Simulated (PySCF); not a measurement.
# Two-component Hartree-Fock for Zr³⁶⁺ (zirconium, charge +36)

Start: [He] 2s2. Calculated with PySCF 2.14 in an uncontracted even-tempered set (17 s from 3.7 bohr⁻², ratio 2.6; 12 p from 4.8 bohr⁻², ratio 2.6; 7 d from 4.9 bohr⁻², ratio 2.8; 4 f from 97 bohr⁻², ratio 2.8): generalised Hartree-Fock with the X2C-1e Hamiltonian and a Gaussian nucleus; spin-orbit coupling (SO) screened by Boettger's factors.

```tsv
spinor shell	electrons	ε, screened SO (eV)	weight of nominal j (screened SO)	rms radius, screened SO (bohr)
1s1/2	2	-21110.2	1.000	0.0423
2s1/2	2	-4986.7	1.000	0.164
```

```json
{"quantity": "E (hartree)", "screened SO": "-1981.93325"}
{"quantity": "M_J", "screened SO": "0"}
{"quantity": "⟨J²⟩", "screened SO": "0.000"}
{"quantity": "⟨L²⟩", "screened SO": "0.000"}
{"quantity": "⟨S²⟩", "screened SO": "0.000"}
```

Breit and QED terms are absent; they matter most for the inner s and p1/2 levels.

Densities and radii are taken from the X2C orbitals without a picture-change correction, which distorts them close to the nucleus.
